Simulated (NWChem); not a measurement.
System: HTeOF; SMILES O[Te]F

The following NWChem deck was run.

```
start job
memory heap 200 mb stack 900 mb global 1100 mb
geometry units angstroms noautoz
  Te     0.294893     0.024593     0.024159
  F     -0.690033    -1.646794    -0.036918
  O     -1.242908     1.250229    -0.081756
  H     -1.602724     1.361217     0.808848
end
basis spherical
  * library def2-svp
end
ecp
  Te library def2-ecp
end
dft
  xc xcamb88 1.00 lyp 0.81 vwn_5 0.19 hfexch 1.00
  cam 0.33 cam_alpha 0.19 cam_beta 0.46
  iterations 150
  vectors input atomic output neutral.movecs
end
task dft energy
charge 1
dft
  odft
  mult 2
  vectors input atomic output cation.movecs
end
task dft energy
```

NWChem printed, in part:

```
             Northwest Computational Chemistry Package (NWChem) 7.3.0
             --------------------------------------------------------

 C1  symmetry detected

                             Geometry "geometry" -> ""
                             -------------------------

 Output coordinates in angstroms (scale by  1.889725989 to convert to a.u.)

  No.       Tag          Charge          X              Y              Z
 ---- ---------------- ---------- -------------- -------------- --------------
    1 Te                  52.0000     0.33411693     0.00972065    -0.00417493
    2 F                    9.0000    -0.87336981    -1.50991874    -0.00818163
    3 O                    8.0000    -1.02302111     1.43532496    -0.06791039
    4 H                    1.0000    -1.32958319     1.60119530     0.83401427

 Effective nuclear repulsion energy (a.u.)     269.3663128567

                                 NWChem DFT Module
                                 -----------------

 Summary of "ao basis" -> "ao basis" (spherical)
 ------------------------------------------------------------------------------
       Tag                 Description            Shells   Functions and Types
 ---------------- ------------------------------  ------  ---------------------
 Te                         def2-svp                10       26   4s4p2d
 F                          def2-svp                 6       14   3s2p1d
 O                          def2-svp                 6       14   3s2p1d
 H                          def2-svp                 3        5   2s1p

            General Information
            -------------------
          SCF calculation type: DFT
          Wavefunction type:  closed shell.
          No. of atoms     :     4
          No. of electrons :    42
           Alpha electrons :    21
            Beta electrons :    21
          Charge           :     0
          Spin multiplicity:     1
          Use of symmetry is: off; symmetry adaption is: off
          Maximum number of iterations: 150
          AO basis - number of functions:    59
                     number of shells:    25
          Convergence on energy requested:  1.00D-06
          Convergence on density requested:  1.00D-05
          Convergence on gradient requested:  5.00D-04

              XC Information
              --------------
                     Hartree-Fock (Exact) Exchange  1.000
                   CAM-Becke88 Exchange Functional  1.000
                      VWN V Correlation Functional  0.190 local
              Lee-Yang-Parr Correlation Functional  0.810

           Range-Separation Parameters
           ---------------------------
           Alpha           :  0.19
           Beta            :  0.46
           Gamma           :  0.33
           Short-Range HF  :     F

             Grid Information
             ----------------
          Grid used for XC integration:  medium
          Radial quadrature: Mura-Knowles
          Angular quadrature: Lebedev.
          Tag              B.-S. Rad. Rad. Pts. Rad. Cut. Ang. Pts.
          ---              ---------- --------- --------- ---------
          Te                  1.40      123           8.0       590
          F                   0.50       49           9.0       434
          O                   0.60       49           7.0       434
          H                   0.35       45           9.0       434
          Grid pruning is: on
          Number of quadrature shells:   266
          Spatial weights used:  Erf1

      Superposition of Atomic Density Guess
      -------------------------------------

 Sum of atomic energies:        -485.70666265

      Non-variational initial energy
      ------------------------------

 Total energy =    -441.582264
 1-e energy   =    -977.425268
 2-e energy   =     401.419465
 HOMO         =      -0.207877
 LUMO         =      -0.064805

   convergence    iter        energy       DeltaE   RMS-Dens  Diis-err
 ---------------- ----- ----------------- --------- --------- ---------
 d= 0,ls=0.0,diis     1   -443.3811015218 -5.78D+02  2.21D-02  6.85D-01
 d= 0,ls=0.0,diis     2   -443.3457056756  3.54D-02  9.94D-03  1.28D+00
 d= 0,ls=0.0,diis     3   -443.4628726943 -1.17D-01  1.06D-03  1.19D-02
 d= 0,ls=0.0,diis     4   -443.4638333577 -9.61D-04  3.23D-04  3.90D-04
 d= 0,ls=0.0,diis     5   -443.4638631410 -2.98D-05  1.01D-04  5.96D-05
  Resetting Diis
 d= 0,ls=0.0,diis     6   -443.4638668224 -3.68D-06  4.42D-05  2.54D-05
 d= 0,ls=0.0,diis     7   -443.4638692473 -2.42D-06  1.00D-05  1.24D-07
 d= 0,ls=0.0,diis     8   -443.4638692783 -3.10D-08  3.52D-06  5.87D-08

         Total DFT energy =     -443.463869278280
      One electron energy =     -978.473709823779
           Coulomb energy =      440.769707263561
    Exchange-Corr. energy =      -40.183406085122
 Nuclear repulsion energy =      134.423539367060

 Numeric. integr. density =       41.999989051280

                       DFT Final Molecular Orbital Analysis
                       ------------------------------------

 Vector   19  Occ=2.000000D+00  E=-4.196848D-01
              MO Center= -6.3D-01,  3.4D-01, -6.8D-02, r^2= 3.0D+00
   Bfn.  Coefficient  Atom+Function         Bfn.  Coefficient  Atom+Function
  ----- ------------  ---------------      ----- ------------  ---------------
    45      0.405047  3 O  py                30      0.321023  2 F  px
    48      0.302478  3 O  py                11      0.252191  1 Te px
    33     -0.234979  2 F  px                31     -0.185155  2 F  py
     4      0.176329  1 Te s                 46     -0.173934  3 O  pz
     3      0.168756  1 Te s                 49     -0.134391  3 O  pz

[...]
```

Level: CAM-B3LYP/def2-SVP with def2 effective core potentials on Te, vertical spin-unrestricted ions. All runs use the structure optimised with PBE0/def2-SVP. No frequency run checked for a minimum. def2 effective core potentials on Te; no spin-orbit coupling.
